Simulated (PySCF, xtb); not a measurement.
B(Me)(OH)2 (CH5BO2), SMILES CB(O)O.

xtb 6.7.1 with GFN2-xTB at its own geometry gives an orbital gap of 7.13 eV and a dipole moment of 2.61 D.

Geometry: B3LYP-D3(BJ)/def2-SVP. The values are those of a single conformer.

Question: What does B3LYP/def2-TZVPD in PySCF give? (Estimate from the structure and the level; the computed values follow.)

Answer: gap 8.17 eV (levels -8.74 and -0.57 eV), dipole 2.67 D.
